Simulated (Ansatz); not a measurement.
Born–Oppenheimer molecular dynamics of F2H6OSi (10 atoms, charge 0, multiplicity 1). It starts at the highest image of a converged band. Of that band: The profile has 2 maxima (images 2, 5) with wells between them (image 3): this band takes more than one step, which may be the mechanism or a detour left from its start path. A vibrational analysis at the climbing image gives one clearly imaginary mode, 638i cm⁻¹: a first-order saddle point.

Computed with RKS B3LYP-D4/def2-SVP in Ansatz 0.2.0.

```yaml
ensemble: NVE (velocity Verlet)
time_step: 0.5 fs
steps_asked: 200
starting_velocities_drawn_for: 300 K
seed: 2411
```

First frame:

```xyz
10
Properties=species:S:1:pos:R:3
Si -0.670 0.434 -0.769
F 0.201 -1.330 -0.673
H -1.151 1.859 -0.562
H 0.006 0.542 -2.084
H -1.940 -0.323 -0.640
H 0.879 -0.261 1.183
O 0.343 0.619 0.728
H 0.804 -1.563 0.288
F 1.302 -1.409 1.293
H 0.225 1.432 1.236
```

Question: How far do the bonds stretch over the last three quarters of this one trajectory? (Pairs bonded in most of those frames.)

Answer: 
```json
{"bond": "Si1–H3", "mean (Å)": "1.504", "spread (Å)": "0.034", "shortest": "1.45", "longest": "1.56"}
{"bond": "Si1–H4", "mean (Å)": "1.482", "spread (Å)": "0.010", "shortest": "1.46", "longest": "1.50"}
{"bond": "Si1–H5", "mean (Å)": "1.485", "spread (Å)": "0.018", "shortest": "1.46", "longest": "1.51"}
{"bond": "Si1–O7", "mean (Å)": "1.727", "spread (Å)": "0.019", "shortest": "1.70", "longest": "1.77"}
{"bond": "F2–H8", "mean (Å)": "0.956", "spread (Å)": "0.030", "shortest": "0.91", "longest": "1.04"}
{"bond": "H6–F9", "mean (Å)": "0.970", "spread (Å)": "0.025", "shortest": "0.93", "longest": "1.02"}
{"bond": "O7–H10", "mean (Å)": "0.967", "spread (Å)": "0.015", "shortest": "0.95", "longest": "0.99"}
```

Mean temperature of the second half: 487 K. The conserved energy stayed within 0.13 meV per atom of its start (net change 0.0031 meV per atom), so the integration is sound. The kinetic energy rose, since the run started high on the potential surface and went downhill. It ends in pieces (FH + FH + H4OSi), so much of that is their flight and rotation, not heat. A run of 0.1 ps of so small a system gives no equilibrium averages. The orbitals stay closed-shell, which can raise the energy where a bond breaks towards radicals; this wasn't checked here.

Time of the run: 4.3 min on 2 threads of Arm Neoverse V2, on a shared host, peak memory 0.17 GiB.
